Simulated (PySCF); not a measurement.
C4H9O2Si (doublet state).
Cartesian coordinates in Å at the GFN2-xTB level; atoms count from 1:
```
atom  x, y, z in Å
C1    -1.8514    0.9835    0.8671
C2    -1.8967   -0.4590    0.5760
C3    -0.8324   -0.8931   -0.4395
C4     0.5331   -0.7004    0.1742
O5     0.9537   -1.3389    1.1026
O6     1.2383    0.2668   -0.3926
Si7    2.7459    0.6940    0.1706
H8    -2.5176    1.4020    1.5956
H9    -1.1462    1.6258    0.3794
H10   -1.7538   -1.0371    1.5007
H11   -2.8918   -0.7419    0.2007
H12   -0.9588   -1.9521   -0.6714
H13   -0.9101   -0.3044   -1.3530
H14    3.6461   -0.4435    0.0302
H15    3.0074    1.7728   -0.7719
H16    2.6267    1.1344    1.5548
```

The hyperfine couplings belong to this conformer and change with its torsions.

Identity: `[CH2]CCC(=O)O[SiH3]` [radical].

Theory: PySCF, UKS B3LYP, pcH-1 on C H O Si, non-relativistic, mean-field spin-orbit, GIAO. Geometry: GFN2-xTB, one conformer, isolated molecule. Couplings are sensitive to structure, and on GFN2-xTB geometries they can be far from those on DFT ones. The SCF solution wasn't tested for stability.

Question: Match the computed a_iso(1H) values +119.7, -64.4, -2.1, 0.0 MHz (means over equivalent nuclei) with the sites H8/H9; H10/H11; H12/H13; H14/H15/H16.

Answer: 
```csv
site,a_iso (MHz),ρ(0) (bohr⁻³),position,distance from C1 (Å),bound to,spin population there,largest |T| (MHz)
H8/H9,-64.4,-0.0144,"α, 1 bond from C1",1.07,C1,+1.08,39.7
H10/H11,+119.7,+0.0268,"β, 2 bonds from C1",2.12,C2,-0.09,9.3
H12/H13,-2.1,-0.0005,"γ, 3 bonds from C1",3.08,C3,0.00,4.7
H14/H15/H16,0.0,0.0000,6 bonds from C1,5.15,Si7,0.00,1.2
```

ρ(0) is the spin density at the nucleus and T the dipolar tensor; a_iso includes a spin–orbit part; entries for several nuclei are means. The largest Mulliken spin populations are on C1 (+1.08) and C2 (-0.09). C1 is the only atom above +0.15. The positive populations add up to 1.18 and the negative ones to -0.18, together 2S = 1. The angles at C1 add up to 360.0°, so it is planar; its axial dipolar tensor and the negative couplings of its protons fit spin in a p orbital normal to that plane.

Nuclei that the bonding pattern makes equivalent are averaged, as if the motion that swaps them (rotation, inversion, ring flip) were fast.

Time: 63 s (with the writing of density and orbital grids); peak memory 1.0 GiB. Hardware: an Arm Neoverse V2 with one thread, on a shared host.
